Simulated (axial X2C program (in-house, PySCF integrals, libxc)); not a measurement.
# CSe: cheaper levels and CCSD(T), 2c

Computed with an axial X2C code built on PySCF integrals. Two-component (2c) means X2C with spin–orbit coupling and atomic mean-field two-electron Coulomb and Gaunt terms. Basis: Se dyall-cv3z [8s9p6d4f1g], C dyall-v3z [7s6p2d1f] (cores contracted in-house); Gaussian nuclei, density fitting, unrestricted open shells. Masses: Se 79.917 u, C 12.000 u.

State: Ω = 0 (closed shell); fragments Se + C.

```json
{"level": "PBE0", "Re (Å)": "1.667", "ωe (cm⁻¹)": "1078.7", "De (eV)": "5.99"}
{"level": "HF", "Re (Å)": "1.649", "ωe (cm⁻¹)": "1154.2", "De (eV)": "n/a"}
{"level": "CCSD", "Re (Å)": "1.673", "ωe (cm⁻¹)": "1077.5", "De (eV)": "5.44"}
{"level": "PBE50", "Re (Å)": "1.651", "ωe (cm⁻¹)": "1132.0", "De (eV)": "5.46"}
```

Correlated methods: 10 electrons correlated (number of frozen shells: Se 3 s, 2 p, 1 d; C 1 s), 188 virtual spin orbitals or spinors in MP2, 90 natural virtuals in coupled cluster.

CCSD(T), same Hamiltonian and basis:

Re = 1.687 Å, ωe = 1026.6 cm⁻¹, De = 5.85 eV; T1 = 0.031 (Lee–Taylor normalisation).

Problem. Give the differences from CCSD(T) in the columns below.

Solution. 

| level | ΔRe (Å) | Δωe (cm⁻¹) | ΔDe (eV) |
| --- | --- | --- | --- |
| PBE0 | -0.020 | 52 | 0.14 |
| HF | -0.038 | 128 | n/a |
| CCSD | -0.014 | 51 | -0.41 |
| PBE50 | -0.036 | 105 | -0.39 |

The state is a single determinant with fixed occupations, the lowest that a limited PBE0 search found. Closed shells are restricted here (equal orbitals for both partners); the stretched side of such a curve lies too high. Dissociation energies refer to the lowest single-determinant-based atoms at the same level and basis. De is not given where an atomic determinant may have missed its ground term or J level, or where the truncated virtual space spoils (T). CCSD and (T) use frozen natural virtuals with an MP2 correction for the truncation; (T) itself is uncorrected, so its De runs slightly low. In 2c an atomic determinant is not the ground J level, so De misses part of the atomic spin–orbit lowering. This holds for PBE0, CCSD, PBE50, CCSD(T). The functionals have no current-density term, which raises determinants with orbital currents, atoms included. The T1 diagnostic is large, a sign of multireference character.
